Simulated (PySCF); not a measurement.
C₆ coefficients of unlike pairs at PBE0

Calculated with PySCF 2.14 from the dipole response of each species, C₆(A,B) = (3/π) ∫ α_A(iu) α_B(iu) du, in atomic units, from isotropic polarisabilities. For ions this is the dispersion term alone; charge-induced terms of lower order in 1/R come first.

| species | configuration | basis | relativity | α (bohr³) | C₆ (like pair) |
| --- | --- | --- | --- | --- | --- |
| Tl | [Xe] 4f14 5d10 6s2 6p1 (2P) | aug-cc-pVTZ-PP with one added diffuse shell each of d, f type with ECP60MDF (6s5p5d3f) | core potential | 79.14 | 819.2 |
| N⁺ | [He] 2s2 2p2 (3P) | aug-cc-pVTZ-DK (5s4p3d2f) | spin-free X2C | 3.873 | 8.358 |
| Mn⁺ | [Ar] 3d5 4s1 (7S) | aug-cc-pVDZ (7s6p4d2f) | none | 31.11 | 162.7 |
| Li⁺ | 1s2 (1S) | aug-cc-pCVDZ (5s4p2d) | none | 0.1054 | 0.02921 |

(1) Estimate C₆ for Li⁺ with N⁺.

No spin-orbit coupling is included.

The other pairs:

```
    pair     C₆
 Mn⁺, Tl  363.9
  N⁺, Tl  71.82
 Mn⁺, N⁺  32.76
 Li⁺, Tl  2.693
Li⁺, Mn⁺  1.265
```

Answers

(1) The integral gives 0.3914. The combination rule 2 C_A C_B / (C_A α_B/α_A + C_B α_A/α_B) gives 0.3753 and the geometric mean 0.4941.
